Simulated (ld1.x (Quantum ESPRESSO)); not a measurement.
Building the TM potential for Ne (BP86, scalar-relativistic).

ld1.x (Quantum ESPRESSO) 7.5 input, shortened:

```
&input
   title='Ne', zed=10., rel=1, dft='BP', iswitch=3,
   config='[He] 2s2 2p4.5'
 /
 &inputp
   pseudotype=2, tm=.true., lloc=0,
   nlcc=.true., rcore=0.38
 /
2
2P  2  1   4.50   0.00  1.60  1.60  0.0
2S  1  0   2.00   0.00  0.60  0.60  0.0
 &test
   configts(1)='2s2 2p4.5'
 /
```

- Cutoffs needed: 230 Ry and over 300 Ry (the cutoffs (Ry, on a coarse ladder) from which the occupation-weighted sum of valence levels, in a spherical-Bessel basis at the reference potential, stays within 10 and 1 mRy of its value at 400 Ry)
- Ghost test: no extra level below or beside the all-electron valence levels (p, s, d, f tested) (spherical-Bessel basis up to 400 Ry, 20 bohr box)
- Largest excitation error: +3058 meV (all-electron minus pseudo) for 2s2 2p2, out of 7 test configurations
